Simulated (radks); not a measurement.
Values are calculated unless marked as measured or tabulated.
Q: Dipole-allowed excitations along the series with 11 electrons in [Ne] 3s1. Level of theory: non-relativistic Kohn-Sham, LDA (Slater exchange, VWN5 correlation), spin-polarised, spherical densities, point nucleus; open shells are filled with parallel spins first (a radial shooting solver on a logarithmic mesh with Libxc functionals). Time-dependent linear response with the Hartree and adiabatic LDA kernel, continuum included through the Sternheimer equations. Lines are the poles of the dipole polarisability below minus the highest occupied eigenvalue, found on a grid refined at the orbital gaps; the lowest seven at most are given, and weak or close lines can be missed. The first line takes the name of the lowest orbital gap if no other gap lies below it; otherwise a line is named after a gap within 0.6 % of it, if that gap stands alone.

| species | -e(HOMO) (eV) | lowest orbital gap (eV) | first line (eV) | f | static alpha (bohr^3) |
|---|---|---|---|---|---|
| Mg+ | 11.983 | 3s-3p 4.431 | 4.708 (3s-3p) | 0.896 | 30.56 |
| Al2+ | 24.542 | 3s-3p 6.570 | 7.021 (3s-3p) | 0.812 | 12.60 |
| P4+ | 59.509 | 3s-3p 10.676 | 11.443 (3s-3p) | 0.672 | 3.980 |
| S5+ | 81.730 | 3s-3p 12.687 | 13.603 (3s-3p) | 0.618 | 2.597 |

Estimate the first line of Si3+, its oscillator strength and the static polarisability.

A: 9.255 eV (3s-3p), f = 0.737, alpha = 6.632 bohr^3.
